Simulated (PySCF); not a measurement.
## Mayer bond orders and bond lengths

C₇H₁₀.
SMILES with atom numbers: `[CH2:1]=[C:2]([CH3:3])[C@@H:4]1[C@@H:5]2[CH2:6][C@H:7]12` (hydrogens: H8, H9 on C1; H10, H11, H12 on C3; H13 on C4; H14 on C5; H15, H16 on C6; H17 on C7)

Geometry (GFN2-xTB, Å), atoms numbered from 1 in this order:
```
atom  x, y, z in Å
C1    -1.3636    0.8880    0.9780
C2    -0.1001    0.7731    0.6022
C3     0.7838    1.9497    0.3193
C4     0.5629   -0.5564    0.4520
C5     0.8336   -1.1743   -0.8904
C6    -0.5891   -1.2837   -1.3333
C7    -0.1746   -1.7842    0.0161
H8    -1.8374    1.8471    1.1034
H9    -1.9708    0.0211    1.1768
H10    1.6426    1.9465    0.9900
H11    0.2434    2.8840    0.4454
H12    1.1620    1.8934   -0.7009
H13    1.3498   -0.7085    1.1919
H14    1.7409   -1.5234   -1.3360
H15   -1.1921   -0.3873   -1.4044
H16   -0.8195   -2.0256   -2.0886
H17   -0.2787   -2.7477    0.4686
```

Bond orders from the PBE0/pcSseg-1 density (PySCF). Isolated species at its GFN2-xTB geometry (one conformer only).

**Question.** How far do the computed orders between heavy atoms stray from the drawn ones?

**Answer.** The largest departure is 0.219, at C7–C5 (drawn single, 0.781). Drawn single, order below 0.88: C7–C5 (0.781).

**Question.** Set the Mayer orders of the bonds beside their lengths.

**Answer.** 
| bond | drawn as | length (Å) | Mayer order |
| --- | --- | --- | --- |
| C1–C2 | double | 1.323 | 1.990 |
| C2–C3 | single | 1.498 | 1.049 |
| C2–C4 | single | 1.493 | 0.983 |
| C4–C5 | single | 1.502 | 0.967 |
| C5–C6 | single | 1.494 | 0.986 |
| C6–C7 | single | 1.498 | 0.984 |
| C7–C4 | single | 1.497 | 0.991 |
| C7–C5 | single | 1.487 | 0.781 |
| C1–H8 | single | 1.077 | 0.940 |
| C1–H9 | single | 1.077 | 0.938 |
| C3–H10 | single | 1.090 | 0.951 |
| C3–H11 | single | 1.087 | 0.959 |
| C3–H12 | single | 1.090 | 0.950 |
| C4–H13 | single | 1.091 | 0.943 |
| C5–H14 | single | 1.069 | 0.986 |
| C6–H15 | single | 1.083 | 0.924 |
| C6–H16 | single | 1.084 | 0.961 |
| C7–H17 | single | 1.069 | 0.984 |

Bonds between the same two heavy elements. C–C: lowest C7–C5 (0.781, 1.487 Å), highest C1–C2 (1.990, 1.323 Å); in 8 of the 28 pairs the longer bond (by over 0.003 Å) has the higher order (by 0.02 or more).

**Question.** Sum the orders of all bonds at each heavy atom with more than one neighbour and set the sums beside the valence in the SMILES.

**Answer.** C1 3.868 (drawn 4), C2 4.022 (drawn 4), C3 3.909 (drawn 4), C4 3.884 (drawn 4), C5 3.720 (drawn 4), C6 3.855 (drawn 4), C7 3.740 (drawn 4). Orders between atoms that aren't bonded are not in these sums.

The Mayer order sums products of elements of PS (density times overlap matrix) between the two atoms' basis functions, so it depends on the basis set.
